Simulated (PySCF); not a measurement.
**One molecule, a ladder of functionals, a line**

Molecule: SMILES C[SiH2]/N=C\C#C, C4H7NSi.

Geometry:
| atom | x (Å) | y (Å) | z (Å) |
| --- | --- | --- | --- |
| C1 | 2.525 | 1.421 | 0.413 |
| C2 | 1.900 | 0.426 | 0.109 |
| C3 | 1.184 | -0.765 | -0.277 |
| N4 | 0.015 | -1.099 | 0.082 |
| Si5 | -1.137 | -0.267 | 1.119 |
| C6 | -2.657 | 0.084 | 0.087 |
| H7 | 3.067 | 2.306 | 0.693 |
| H8 | 1.751 | -1.428 | -0.959 |
| H9 | -0.612 | 1.000 | 1.726 |
| H10 | -1.453 | -1.227 | 2.219 |
| H11 | -3.473 | 0.466 | 0.719 |
| H12 | -2.439 | 0.837 | -0.686 |
| H13 | -3.001 | -0.834 | -0.412 |

GIAO shieldings (ppm, equivalent atoms averaged) in PySCF 2.14 on the PBE0-D3(BJ)/def2-SVP geometry, basis pcSseg-1, gas phase, non-relativistic:

```tsv
functional	exact exchange (%)	σ(C2)	σ(Si5)
BLYP	0	95.6	362.0
BP86	0	99.0	368.8
PBE	0	99.0	369.7
B3LYP	20	100.0	373.9
PBE0	25	104.5	384.5
mPW1PW91	25	104.1	383.0
HF	100	118.7	425.0
```

Question: Fit each shielding as a line in the percentage of exact exchange.

Answer: σ(C2) = 97.9 + 0.21 x (rms 1.5 ppm); σ(Si5) = 366.8 + 0.58 x (rms 3.1 ppm). The functionals also differ in their semilocal parts, which the line can't hold; Hartree–Fock has no correlation at all.

Question: What does the line predict for BHandHLYP (50 %), and what does the run give?

Answer: σ(C2): 108.4 predicted, 106.6 computed; σ(Si5): 395.8 predicted, 392.1 computed ppm.
